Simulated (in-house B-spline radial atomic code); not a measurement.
Ionising I with different functionals

Computed with a radial B-spline atomic code at the basis-set limit: scalar-relativistic (spin-free X2C) Hamiltonian, Fermi nucleus of rms radius 4.75 fm, spin-polarised at highest spin, spherical fractional occupations for the functionals, the average over the highest-spin determinants for Hartree-Fock. The ionisation energy is the difference of two self-consistent energies, [Kr] 4d10 5s2 5p5 → [Kr] 4d10 5s2 5p4, without Breit or QED terms; ε is the level of the shell that loses the electron (its least bound occupied spin orbital). There is no spin-orbit coupling in this Hamiltonian.

Hybrids are left out here: with spherical fractional occupations of an open shell their exact exchange keeps a self-interaction that integer-occupation calculations don't have.

| method | rung | ΔSCF (eV) | -ε(5p) (eV) |
| --- | --- | --- | --- |
| Hartree-Fock | Hartree-Fock | 9.55 | 10.24 |
| LDA VWN5 | LDA | 10.83 | 6.96 |
| LDA PW92 | LDA | 10.83 | 6.96 |
| LDA exchange-only | LDA | 9.44 | 5.71 |
| PBE | GGA | 10.56 | 6.75 |
| PBEsol | GGA | 10.59 | 6.77 |
| BLYP | GGA | 10.47 | 6.62 |
| RPBE | GGA | 10.48 | 6.70 |
| PW91 | GGA | 10.63 | 6.81 |
| BP86 | GGA | 10.71 | 6.88 |
| AM05 | GGA | 10.55 | 6.73 |
| OLYP | GGA | 10.33 | 6.56 |
| TPSS | meta-GGA | 10.60 | 6.81 |
| SCAN | meta-GGA | 10.65 | 6.92 |
| r2SCAN | meta-GGA | 10.66 | 6.93 |
| revTPSS | meta-GGA | 10.59 | 6.82 |

Q: How do they compare with the NIST value?

A: NIST lists 10.451 eV (measured, ground level to ground level). Errors run from -1.01 to +0.38 eV; BLYP is closest (+0.02 eV), but part of that can be cancellation, since the calculations leave out spin-orbit coupling, Breit-QED terms, multiplet and fine-structure energies. Hartree-Fock also lacks correlation.
